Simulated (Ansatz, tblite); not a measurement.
Two members of one family ((MgO)n off), computed with Ansatz in the gas phase. The two geometries come from different levels. Binding counts from free atoms in the multiplicity of their measured ground term, without zero-point energy. Singlets are spin-restricted. The structures are stationary points that may keep the symmetry of their start. Remarks come from the PBE and PBE0 runs and from stability tests at other levels; not every state was tested.

First: Mg3O2 (singlet, charge 0, PBE-D4/def2-SVP geometry).

```xyz
5

Mg   -1.536    0.103    0.516
Mg    0.903   -0.751    0.391
Mg    1.361    1.157   -1.714
O    -0.593   -1.210    1.459
O    -0.135    0.701   -0.652
```

| level | HOMO (eV) | LUMO (eV) | gap (eV) | binding per atom (eV) |
| --- | --- | --- | --- | --- |
| PBE-D4/def2-SVP | -4.22 | -3.10 | 1.12 | 2.73 |
| PBE-D4/def2-TZVP | -4.19 | -3.05 | 1.14 | 2.69 |
| PBE0-D4/def2-SVP | -4.72 | -2.53 | 2.19 | 2.50 |
| PBE0-D4/def2-TZVP | -4.69 | -2.48 | 2.21 | 2.48 |

The relaxed triplet lies at 0.33 eV (revPBE-D4/def2-TZVP) to 0.79 eV (ωB97M-V/def2-TZVP) from the singlet. The relaxed quintet lies at 1.81 eV (BHLYP-D4/def2-TZVP) to 2.69 eV (ωB97M-V/def2-TZVP) from the singlet.

Second: Mg7O8 (with an O–O bond) (singlet, charge 0, r2SCAN-D4/def2-SVP geometry).

```xyz
15

Mg   -3.808    1.232   -0.059
Mg   -3.406    3.629   -1.548
Mg    1.743   -3.226    1.605
Mg    4.415   -2.652    0.796
Mg   -0.666   -0.644    0.498
Mg    2.027   -0.586   -0.010
Mg   -0.849    1.724   -0.873
O     0.705   -1.845    0.968
O     0.687    0.945    0.241
O    -4.744    2.654   -0.733
O     3.434   -3.917    1.717
O    -2.150    0.449    0.111
O    -1.637    3.223   -1.622
O     0.452    0.154   -1.096
O     3.795   -1.139    0.006
```

Task: What does the change do? Estimate second minus first.

Result: 
```json
{"level": "PBE-D4/def2-SVP", "Δ HOMO (eV)": "-0.70", "Δ LUMO (eV)": "0.53", "Δ gap (eV)": "1.23", "Δ binding per atom (eV)": "1.08"}
{"level": "PBE-D4/def2-TZVP", "Δ HOMO (eV)": "-0.73", "Δ LUMO (eV)": "0.50", "Δ gap (eV)": "1.23", "Δ binding per atom (eV)": "1.04"}
{"level": "PBE0-D4/def2-SVP", "Δ HOMO (eV)": "-1.53", "Δ LUMO (eV)": "0.69", "Δ gap (eV)": "2.22", "Δ binding per atom (eV)": "1.07"}
{"level": "PBE0-D4/def2-TZVP", "Δ HOMO (eV)": "-1.54", "Δ LUMO (eV)": "0.65", "Δ gap (eV)": "2.20", "Δ binding per atom (eV)": "1.04"}
```

Remarks: restricted SCF unstable in HF.
